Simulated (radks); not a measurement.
Task: Radial electron density D(r) = 4 pi r^2 rho(r) of an atom or ion with 27 electrons. Method: non-relativistic Kohn-Sham, BLYP, spin-unpolarised, spherical densities, point nucleus; computed with a radial shooting solver on a logarithmic mesh with Libxc functionals.

```
   r/bohr * D(r) (the largest magnitude, 36.1, reaches the edge; | marks zero)
 0.006303 |      *
  0.00834 |          *
  0.01095 |                *
  0.01437 |                       *
  0.01886 |                                *
  0.02476 |                                         *
  0.03249 |                                               *
  0.04265 |                                                *
  0.05598 |                                            *
  0.07348 |                                       *
  0.09646 |                                      *
   0.1266 |                                              *
   0.1675 |                                                      *
   0.2199 |                                                  *
   0.2886 |                                   *
   0.3788 |                      *
   0.4972 |                       *
   0.6527 |                           *
   0.8567 |                      *
    1.124 |            *
    1.476 |     *
    1.937 |  *
    2.563 | *
    3.365 |*
    4.416 *
    5.797 *
    7.609 *
    9.987 *
```

What is the nuclear charge?

Result: Z = 27. The innermost maximum, from 1s, lies near 1/Z = 0.037 bohr (found: 0.0400), and its height grows with Z. The density is that of neutral cobalt in [Ar] 3d7 4s2; the configuration itself is not fixed sharply by these data, and Z only to about a unit. D(r) has 3 maxima, at r = 0.0400, 0.180, 0.658 bohr, and minima at 0.0862, 0.420 bohr, inside which lie 2.11, 10.73 electrons.
